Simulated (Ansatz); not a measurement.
`C[Se][Hf]([F])([F])[F]`. The species carries charge 0 and has multiplicity 1. Hf: def2 effective core potential.

Cartesian coordinates in Å:
```
C 0.964 1.349 0.287
Se -1.003 1.274 0.103
Hf -1.006 -1.254 -0.279
F 0.034 -1.629 -1.823
F -2.799 -1.835 -0.472
F -0.137 -2.069 1.200
H 1.439 1.170 -0.675
H 1.193 2.357 0.625
H 1.314 0.638 1.034
```

Task: List the harmonic frequencies (cm⁻¹, unscaled) at PBE0-D4/def2-TZVP in Ansatz. (Best estimate.)

Result: The calculation gave: 19, 38, 63, 116, 119, 148, 160, 169, 257, 590, 644, 650, 662, 913, 916, 1306, 1467, 1471, 3078, 3177, 3184.

Task: Is this a minimum?

Result: Yes, all 21 modes are real.

Task: Give the ideal-gas thermochemistry at 298.15 K and 1 bar (rigid rotor, harmonic oscillator; point group C1, symmetry number 1).

Result: Zero-point energy 114.5 kJ/mol; H(298) − E = 142.9 kJ/mol; entropy 448.2 J/(mol·K), of which translation 181.2, rotation 125.0, vibration 142.1; G(298) − E = 9.2 kJ/mol. Modes under 100 cm⁻¹ are hindered rotations or soft bends, so the harmonic entropy is rough.

Task: And at 400, 500, 600, 800 and 1000 K?

Result: 
```csv
T (K),H − E (kJ/mol),S (J/mol/K),G − E (kJ/mol)
400,156.5,487.4,-38.5
500,171.0,519.7,-88.9
600,186.3,547.7,-142.3
800,219.0,594.6,-256.7
1000,253.6,633.1,-379.5
```
